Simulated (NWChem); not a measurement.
Molecule: sulfur difluoride (SF₂); SMILES FSF

```xyz
3

F      1.2569     0.0000    -0.4979
S      0.0000     0.0000     0.5520
F     -1.2569     0.0000    -0.4979
```
Atoms are numbered in this order, from 1.

Computed with NWChem. All runs use the structure optimised with PBE-D3(BJ)/def2-SVP. GIAO values for the isolated, static molecule; σ is the absolute isotropic shielding.

Task: What does the run give for PBE/cc-pVDZ? Quantities: σ F1 (ppm); σ S2 (ppm).

Result: 
- σ F1 (ppm): 319.9
- σ S2 (ppm): -851.3
